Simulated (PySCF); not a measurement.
B(SH)3 (BH₃S₃), SMILES SB(S)S.

Geometry optimised at PBE0-D3(BJ)/def2-SVP. One conformer was computed; it need not be the lowest.

Calculation: M06-2X/def2-TZVP (PySCF).

Symmetry labels are those of the subgroup Cs that the program uses (full group Cs).

### Question
List the valence orbital energies around the gap with their symmetry. (The exact figures need the calculation; the answer reports its results.)

### Answer

```tsv
orbital	symmetry	energy (eV)
HOMO−7	A'	-14.20
HOMO−6	A'	-12.63
HOMO−5	A'	-12.40
HOMO−4	A"	-10.89
HOMO−3	A'	-10.84
HOMO−2	A'	-10.24
HOMO−1	A"	-8.82
HOMO	A"	-8.67
LUMO	A"	0.06
LUMO+1	A'	0.12
LUMO+2	A'	1.55
LUMO+3	A'	1.88
```
